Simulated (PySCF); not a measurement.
Al(H)(Et)(OMe) (C3H9AlO), SMILES C[CH2][AlH][O]C. Atoms are numbered in the order given.

```xyz
14

Al     0.1019     0.3289     0.2932
H      0.3830     1.5396     1.3100
C     -1.0282     0.4325    -1.3129
C     -1.7352     1.7770    -1.5491
H     -1.7678    -0.3983    -1.2546
H     -0.3870     0.1674    -2.1847
H     -1.0134     2.6152    -1.6457
H     -2.4147     2.0421    -0.7119
H     -2.3504     1.7737    -2.4741
O      0.8456    -1.1871     0.6235
C      1.6990    -1.6987     1.6096
H      2.6458    -2.0719     1.1561
H      1.9748    -0.9481     2.3889
H      1.2256    -2.5621     2.1307
```
Charge 0, spin multiplicity 1.

Geometry optimised at PBE-D3(BJ)/def2-SVP. One conformer was computed; it need not be the lowest.

Level of theory: PBE-D3(BJ)/def2-SVP run with PySCF.

Frequencies are harmonic and unscaled.

A small imaginary wavenumber (i) marks a very flat motion, where grid noise or a shallow saddle decides the sign.

| mode | ν (cm⁻¹) | IR (km/mol) | moving atoms (share of kinetic energy) |
|---|---|---|---|
| 1 | 17i | 0.1 | H 40 %, C 35 %, Al 21 % |
| 2 | 84 | 1.2 | C 41 %, H 27 %, Al 25 % |
| 3 | 97 | 0.7 | H 59 %, C 18 %, O 16 % |
| 4 | 119 | 2.6 | H 64 %, O 30 % |
| 5 | 168 | 8.0 | O 33 %, H 27 %, C 26 %, Al 13 % |
| 6 | 189 | 2.3 | H 83 %, C 12 % |
| 7 | 255 | 8.9 | C 59 %, H 18 %, O 15 %, Al 8 % |
| 8 | 404 | 48.8 | H 85 %, Al 10 % |
| 9 | 584 | 41.2 | C 45 %, Al 30 %, H 19 % |
| 10 | 604 | 87.5 | H 72 %, C 18 %, Al 9 % |
| 11 | 638 | 103.9 | H 79 %, O 14 % |
| 12 | 727 | 141.6 | Al 51 %, H 19 %, C 18 %, O 13 % |
| 13 | 894 | 4.1 | H 92 % |
| 14 | 929 | 14.5 | H 86 %, C 13 % |
| 15 | 1016 | 25.3 | C 75 %, H 24 % |
| 16 | 1139 | 61.8 | H 62 %, C 24 %, O 13 % |
| 17 | 1147 | 0.0 | H 76 %, C 19 % |
| 18 | 1170 | 0.2 | H 60 %, C 39 % |
| 19 | 1195 | 2.7 | H 77 %, C 23 % |
| 20 | 1196 | 276.2 | O 50 %, C 32 %, H 15 % |
| 21 | 1347 | 5.9 | H 84 %, C 16 % |
| 22 | 1373 | 4.1 | H 90 %, C 10 % |
| 23 | 1419 | 1.0 | H 97 % |
| 24 | 1422 | 2.6 | H 97 % |
| 25 | 1425 | 1.0 | H 95 % |
| 26 | 1430 | 29.7 | H 89 %, C 10 % |
| 27 | 1432 | 6.2 | H 97 % |
| 28 | 1852 | 187.1 | H 96 % |
| 29 | 2901 | 123.7 | H 97 % |
| 30 | 2954 | 41.3 | H 95 % |
| 31 | 2956 | 16.4 | H 96 % |
| 32 | 2974 | 53.4 | H 91 %, C 9 % |
| 33 | 2988 | 40.9 | H 90 %, C 10 % |
| 34 | 2998 | 4.1 | H 91 %, C 9 % |
| 35 | 3032 | 23.6 | H 91 %, C 9 % |
| 36 | 3042 | 25.3 | H 91 %, C 9 % |
